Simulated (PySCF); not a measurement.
**19F chemical shifts**

Non-relativistic, fast rotation and ring inversion assumed for equivalent nuclei, one conformer, isolated molecule. Shielding tensors at PBE0/pcSseg-1 (GIAO); GFN2-xTB structure; PySCF 2.14.0 with density-fitted response routines.

Shieldings were converted by a linear fit to measured shifts: 19F: δ = 146.13 − 0.903σ +14.6 on sp3 carbon (rms 6.0 ppm, 223 shifts, 7.0 ppm with the 5 outliers that the fit left out vs CFCl3, solution or neat liquid). A few per cent of atoms miss by over 2 rms, more outside the fitted compound classes.

Problem. Give the 19F shifts of `FC1=CCC(OC(F)F)=CC=C1`, `CN(C)[SiH2][C@@H](F)CCF`, `C[SiH2]S[C@H](C)C(F)F`, `C[C@@H]1CCS[C@@H]1CF`, `CSC(F)(F)[SiH](C)C`, `C[C@H](CC(F)F)S[SiH3]`.

Solution. 
```csv
compound,environment,δ (ppm)
[F:1][C:2]1=[CH:3][CH2:4][C:5]([O:6][CH:7]([F:8])[F:9])=[CH:10][CH:11]=[CH:12]1,F8/9: fluorine of a CF2 group (×2),-82.1
[F:1][C:2]1=[CH:3][CH2:4][C:5]([O:6][CH:7]([F:8])[F:9])=[CH:10][CH:11]=[CH:12]1,F1: vinylic fluorine,-113.4
[CH3:1][N:2]([CH3:3])[SiH2:4][C@@H:5]([F:6])[CH2:7][CH2:8][F:9],F9: fluorine on an sp3 carbon,-214.2
[CH3:1][N:2]([CH3:3])[SiH2:4][C@@H:5]([F:6])[CH2:7][CH2:8][F:9],F6: fluorine on an sp3 carbon,-222.6
[CH3:1][SiH2:2][S:3][C@H:4]([CH3:5])[CH:6]([F:7])[F:8],F8: fluorine of a CF2 group,-112.9
[CH3:1][SiH2:2][S:3][C@H:4]([CH3:5])[CH:6]([F:7])[F:8],F7: fluorine of a CF2 group,-119.0
C[C@@H]1CCS[C@@H]1CF,fluorine on an sp3 carbon,-228.6
CSC(F)(F)[SiH](C)C,fluorine of a CF2 group (×2),-98.6
[CH3:1][C@H:2]([CH2:3][CH:4]([F:5])[F:6])[S:7][SiH3:8],F6: fluorine of a CF2 group,-123.5
[CH3:1][C@H:2]([CH2:3][CH:4]([F:5])[F:6])[S:7][SiH3:8],F5: fluorine of a CF2 group,-124.7
```
